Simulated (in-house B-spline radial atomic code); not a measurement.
The numbers below are computed, except where a source is named.
## Building a PAW s channel for I, r_c = 1.86 bohr

I, [Kr] 4d10 5s2 5p5, non-relativistic LDA (VWN5), spherical and spin-unpolarised, from an all-electron radial atomic-structure program (B-spline basis) (atomic units; all potentials screened as in the neutral atom).

Two all-electron partial waves φ1, φ2 are integrated outwards at E1 = ε(5s) = -0.596339 and E2 = E1 + 2 hartree; φ1 is the bound orbital and φ2 has unit norm inside r_c = 1.8648 bohr. Smooth partners are polynomials, r^1(a0 + a1 r² + a2 r⁴ + a3 r⁶), matched to φ and three derivatives at r_c, with no condition on the norm. The local potential is -10.5182 + (7.43599) r² + (-2.19619) r⁴ + (0.239457) r⁶ inside 1.5268 bohr and the all-electron one outside.

```csv
wave,φ(r_c),φ'(r_c),a0,a1,a2,a3
1,0.8065774,-0.120425,0.3713147,0.1985407,-0.0761379,0.006932174
2,0.2346081,-3.024945,2.052339,-0.5003072,-0.05992219,0.01279105
```

Inside r_c the overlaps are <φi φj> = [[0.43733, 0.60290], [0.60290, 1.00000]] and, for the smooth waves, [[0.51713, 0.93192], [0.93192, 2.24152]]. With χj = (Ej − T − V_local) applied to smooth wave j, the program's quadrature gives the matrix B_ij = <smooth i, χj> as [[0.98783, 3.60310], [2.94506, 11.32030]].

Check the match of the first wave, and find the augmentation charges q_ij.

At r_c the four terms are 0.69243, 1.28750, -1.71697, 0.54362, which sum to 0.8066, φ1(r_c) to rounding. q_ij is the all-electron overlap less the smooth one: [[-0.07979, -0.32902], [-0.32902, -1.24152]]. The smooth first wave has a norm of 0.5171 inside r_c against 0.4373, so q11 is negative and must stay small enough for the overlap operator to be positive.

B isn't symmetric. Show that D_ij = B_ij + Ej q_ij is.

Integrating by parts gives B12 − B21 = (E1 − E2) q12: 3.60310 − (2.94506) = 0.65804, and −2 × (-0.32902) = 0.65805. So D12 = 3.60310 + (1.403661)(-0.32902) = 3.14126 and D21 = 2.94506 + (-0.596339)(-0.32902) = 3.14127; D11 = 1.03541, D22 = 9.57763. The projectors, p = (B⁻¹)ᵀ χ, are dual to the smooth waves; det B = 0.57.

Solving (T + V_local + Σ p D p) ψ = E (1 + Σ p q p) ψ in a sphere of 9 bohr gives these levels:

```json
{"all-electron": "-0.596338", "one projector": "-2.192210", "two projectors": "-"}
{"all-electron": "0.018094", "one projector": "-0.596338", "two projectors": "-"}
{"all-electron": "0.317853", "one projector": "0.017981", "two projectors": "-"}
{"all-electron": "0.789313", "one projector": "0.317186", "two projectors": "-"}
{"all-electron": "1.417560", "one projector": "0.786060", "two projectors": "-"}
```

What does the second projector gain?

With one projector a ghost lies below the reference level, so the set fails. With two the overlap operator is nearly singular, so the set fails. The lowest eigenvalue of the overlap operator is 0.6348 with one and 0.0005562 with two projectors. The smooth orbital alone needs a cutoff of 6.48 hartree for 1 millihartree of kinetic energy, against 15.2 for a norm-conserving Troullier-Martins orbital of the same radius, which is no gain while the set fails.
